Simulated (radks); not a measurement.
Question: Numerical settings for neutral ruthenium, [Kr] 4d7 5s1. Method: Dirac Kohn-Sham, PBE, spin-unpolarised, spherical densities, point nucleus; open shells fill j = l - 1/2 first; computed with a radial shooting solver on a logarithmic mesh with Libxc functionals. The defaults (mesh step 0.008 in ln r, mesh end at 40 bohr or more with all orbitals vanishing there, Anderson mixing 0.5 over 9 steps, residual threshold near 1e-9 with the energy settled to 1e-9 hartree or 1e-11 of itself, here a cap of 81 iterations) give E = -4531.5541 hartree and 5s1/2 at -4.230 eV in 14 iterations. Run on one thread of a shared host, so times are rough (Arm Neoverse V1): 0.15 s of CPU time, 0.15 s wall, 14 iterations on 2725 mesh points. One setting is changed at a time: mesh step in ln r 0.12; mesh step in ln r 0.003; mesh step in ln r 0.012; mesh end (bohr) 20; mesh end (bohr) 12; residual threshold 1e-13; residual threshold 0.1; mixing 0.01; linear mixing, mixing 1; linear mixing, mixing 0.5; mixing history 3; iteration cap 2. Which runs fail to converge, and which converge to a wrong energy?

Answer: Not converged within the cap: mesh step in ln r 0.12; linear mixing, mixing 1; iteration cap 2. No run marked as converged misses the energy by more than 1 mhartree.
